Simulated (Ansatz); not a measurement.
`F[SiH2][GaH2]` + PH₃ → `F[SiH2]P` + `[GaH3]` at 500 K and 1 bar (cleavage of the Si–Ga bond).

Computed with Ansatz on PBE0-D4/def2-TZVP structures; ΔE is electronic, products minus reactants. CBS: MP2 limit from def2 TZ/QZ plus the TZ coupled-cluster correction, frozen cores. This one scheme is used for every species. For Ga outer-core shells are correlated without core-valence functions, which leaves a few kJ/mol of doubt a bond. Scalar relativity is left out up to krypton. Each species was taken in one conformer, which may not be the lowest.

```json
{"species": "`F[SiH2][GaH2]`", "CCSD(T)/CBS energy (Eh)": "-2315.24935", "H − E (kJ/mol)": "123.6", "S (J/(mol·K))": "374.0"}
{"species": "PH₃", "CCSD(T)/CBS energy (Eh)": "-342.72256", "H − E (kJ/mol)": "81.5", "S (J/(mol·K))": "231.4"}
{"species": "`F[SiH2]P`", "CCSD(T)/CBS energy (Eh)": "-732.27050", "H − E (kJ/mol)": "132.8", "S (J/(mol·K))": "348.5"}
{"species": "`[GaH3]`", "CCSD(T)/CBS energy (Eh)": "-1925.70545", "H − E (kJ/mol)": "69.3", "S (J/(mol·K))": "243.1"}
```

H − E and S are ideal-gas, rigid-rotor, harmonic terms from PBE0-D4/def2-TZVP, for one conformer and one mirror image of each species. 1 Eh = 2625.50 kJ/mol, R = 8.31446 J/(mol·K).

By hand: ΔE, ΔH, ΔS and ΔG.

ΔE = (-732.27050) + (-1925.70545) − (-2315.24935) − (-342.72256) = -0.00404 Eh = -10.6 kJ/mol. Δ(H − E) = 132.8 + 69.3 − 123.6 − 81.5 = -3.0, so ΔH = -13.6 kJ/mol. ΔS = 348.5 + 243.1 − 374.0 − 231.4 = -13.8 J/(mol·K). ΔG = -13.6 − 500 × (-13.8)/1000 = -6.7 kJ/mol.

By hand: the equilibrium constant, and the temperature at which ΔG would vanish if ΔH and ΔS stayed fixed.

log₁₀ K = −ΔG/(RT ln 10) = 0.7. ΔG = 0 at ΔH/ΔS = 986 K, though so small a ΔS makes that figure unsure.

TΔS isn't small against ΔH here. A doubt of 5 kJ/mol in ΔE shifts log₁₀ K by 0.5 here. Other conformers and mirror images would add mixing entropy, several J/(mol·K) or more a flexible species. These are equilibria of isolated gas molecules and say nothing of rates. Largest T1 diagnostic: 0.013 (customary marks: 0.02 for closed shells, 0.045 for open ones).
